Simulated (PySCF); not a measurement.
Cl2FHOSn, SMILES [Sn]([F])([OH])([Cl])[Cl].

Coordinates come from a B3LYP-D3(BJ)/def2-SVP optimisation. The def2 effective core potentials stand for the cores of Sn; spin–orbit coupling is left out. One conformer was computed; it need not be the lowest.

These are C-PCM-ωB97X/def2-SVP run with PySCF values and carry that method's errors.

The values are the electrostatic part of the solvation free energy, E(continuum) − E(gas) at the gas-phase geometry, in a cavity of scaled van der Waals radii (PySCF's table); cavitation and dispersion terms are not included. A continuum can't describe solvent molecules that bind to the metal. In vacuum the orbital gap is 11.01 eV. The dipole moment in vacuum is 1.12 D.

Estimate the values in water (ε = 78.36), cyclohexanone (ε = 15.62), chloroform (ε = 4.71). (Estimate from the structure and the level; the computed values follow.)


```csv
solvent,ε,ΔG(elec) (kcal/mol),dipole (D),gap (eV)
water,78.36,-6.4,1.43,11.01
cyclohexanone,15.62,-6.0,1.41,11.01
chloroform,4.71,-5.0,1.36,11.01
```
